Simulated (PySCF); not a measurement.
**SbN₂⁻, singlet: computed properties**

All numbers come from PBE0/[Sb def2-TZVPD with ECP28, N def2-TZVPD], scalar-relativistic core potentials, density fitting, no spin–orbit coupling, PySCF.

The structure is a minimum.

Coordinates in bohr (charge -1 multiplicity 1):
```
Sb    0.0000    0.0000    0.0000
N     0.0000    0.0000    3.4835
N     0.0000    0.0000   -3.4835
```

| Property | Result |
| --- | --- |
| Point group | D∞h |
| Bond lengths | Sb–N 1.843 Å (×2) |
| Bond angles | N–Sb–N 180.0° |
| Heat capacity Cp at 298.15 K | 50.0 J/(mol K) |
| Dipole moment about the centre of mass | 0.00 D |
| Lowest empty level | 2.65 eV |
| Principal polarisabilities | 58.4, 58.4, 101.3 bohr³ |
| Rotational symmetry number | 2 |
| Principal quadrupole moments (Buckingham, traceless) about the centre of mass | -24.26, 12.13, 12.13 D Å |
| Enthalpy at 298.15 K above 0 K | 12.62 kJ/mol |
| Entropy at 298.15 K and 1 bar | 259.1 J/(mol K) |
| Rotational constants | 0.1771 cm⁻¹ |
| Highest occupied level | -1.08 eV |
| Zero-point energy | 11.7 kJ/mol |

Harmonic modes (masses in u: Sb 120.904, N 14.003):
```tsv
symmetry	ω (cm⁻¹)	IR (km/mol, summed over degenerate members)
πu	126	63.0
σg+	813	0.0
σu+	885	118
```

In D∞h the vibrations span πu + σg+ + σu+. The σg+ mode carries no infrared intensity, as symmetry demands. With a centre of inversion only u modes can be infrared active and only g modes Raman active.

Charges (e); Mulliken and Löwdin values are unreliable with diffuse functions:
```csv
atom,Mulliken,Löwdin,polar tensor,Mayer order to Sb1
Sb1,0.42,0.50,0.31,–
"N2,3",-0.71,-0.75,-0.66,2.24
```
Other Mayer orders above 0.3: N–N 0.56.

Mulliken populations on Sb1 (electrons outside its core potential): s 3.27, p 8.63, d 10.62, f 0.06.

Outer orbital energies (eV). occupied: -15.82, -15.10, -6.98, -3.14, -3.14, -2.98, -1.08, -1.08; empty: 2.65, 3.71, 3.71, 4.96.

Counting electrons, antimony keeps none of its valence electrons outside its bonds, so the VSEPR class is AX2 and the expected shape is linear (D∞h), as computed.

This need not be the most stable arrangement of these atoms. The lowest empty level of this anion is unbound, so it and the gap depend on the basis.

The final relaxation and frequency run took roughly 40 core-seconds on a shared host.
